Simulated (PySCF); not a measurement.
One of the candidates below gave these computed data.

All candidates are C3H7NOSi.

- Polarisability: 67.5 au [CAM-B3LYP/def2-SVPD]
- NMR, other nuclei: isotropic shieldings of nuclei other than C and H, by class: 244 (1 N), 297 (1 O), 348 (1 Si) ppm [GIAO PBE0/pcSseg-1]
- Triplet: lowest triplet excitation (Tamm–Dancoff): 4.44 eV [TDA CAM-B3LYP/def2-SVPD]
- UV, first state: lowest singlet excitation: 6.38 eV (194 nm, f = 0.013) [TDDFT CAM-B3LYP/def2-SVPD]
- XPS: Si2p3/2 107.0, C1s 289.6, C1s 290.5, C1s 292.2, N1s 404.6, O1s 537.8, Si1s 1847.0 eV [ΔSCF SCAN, pcX-2 on the ionised atom, pcseg-1 elsewhere, spin-free X2C, 2p3/2 from a spin–orbit splitting computed afterwards within the 2p shell]
- Rotational structure: rotational constants A, B, C: 5.637, 2.608, 2.082 GHz [GFN2-xTB]
- 13C NMR: chemical shifts (computed TMS as zero) by class: 156.9 (1 C), 134.7 (1 C), 78.1 (1 C) ppm [GIAO PBE0/pcSseg-1]
- Dipole: 0.82 D [CAM-B3LYP/def2-SVPD]

Electronic properties: PySCF, gas phase, density fitting. Levels stand in brackets. Geometry: GFN2-xTB, one conformer, isolated molecule. Each NMR value is the plain mean over a class of atoms that symmetry, rotation or inversion makes alike.

**Question.** Which candidate is it?
A. `N[Si@H]1C=CCO1`
B. `C=C(C=O)[SiH2]N`
C. `O=CN[C@@H]1C[SiH2]1`

**Answer.** A. It is `N[Si@H]1C=CCO1`. Numbering: `[NH2:1][Si@H:2]1[CH:3]=[CH:4][CH2:5][O:6]1`. Its formula, C3H7NOSi, gives 2 degrees of unsaturation: 1 ring and 1 π bond in the structure found. 3 carbons fall into 3 classes; from least to most shielded: alkene CH carbon [C4] (156.9 ppm), alkene CH carbon [C3] (134.7 ppm), ring sp3 carbon bound to oxygen [C5] (78.1 ppm). The other shieldings belong to: 244 ppm, silicon-bound nitrogen [N1]; 297 ppm, silyl ether oxygen [O6]; 348 ppm, oxygen-bound silicon [Si2]. The core levels belong to: Si2p3/2 107.0 eV, oxygen-bound silicon [Si2]; C1s 289.6 eV, alkene CH carbon [C3]; C1s 290.5 eV, alkene CH carbon [C4]; C1s 292.2 eV, sp3 carbon bound to oxygen [C5]; N1s 404.6 eV, silicon-bound nitrogen [N1]; O1s 537.8 eV, silyl ether oxygen [O6]; Si1s 1847.0 eV, oxygen-bound silicon [Si2]. The optimised geometry has point group C1 and is an asymmetric top.

The others, at the same levels:
- `C=C(C=O)[SiH2]N` fails: its computed 13C shifts are 202.8 (1 C), 157.7 (1 C), 154.7 (1 C) ppm, lowest singlet excitation is 3.81 eV (325 nm, f = 0.001) (against 6.38 eV) and lowest triplet excitation (Tamm–Dancoff) is 3.31 eV (against 4.44 eV).
- `O=CN[C@@H]1C[SiH2]1` fails: its computed 13C shifts are 162.8 (1 C), 15.4 (1 C), 5.3 (1 C) ppm, rotational constant A is 4.916 GHz (against 5.637 GHz) and smallest rotational constant is 1.881 GHz (against 2.082 GHz).

Each candidate is one conformer, not necessarily the lowest. The conformers computed, where there is a choice (atom-mapped SMILES and torsion angles):
- `[NH2:1][Si@H:2]1[CH:3]=[CH:4][CH2:5][O:6]1`: H–N1–Si2–C3 -135°, H–N1–Si2–C3 90°
- `[CH2:1]=[C:2]([CH:3]=[O:4])[SiH2:5][NH2:6]`: C1–C2–C3–O4 -173°, C1–C2–Si5–N6 -3°, H–N6–Si5–C2 170°, H–N6–Si5–C2 -55°
- `[O:1]=[CH:2][NH:3][C@@H:4]1[CH2:5][SiH2:6]1`: O1–C2–N3–C4 1°, C2–N3–C4–C5 100°
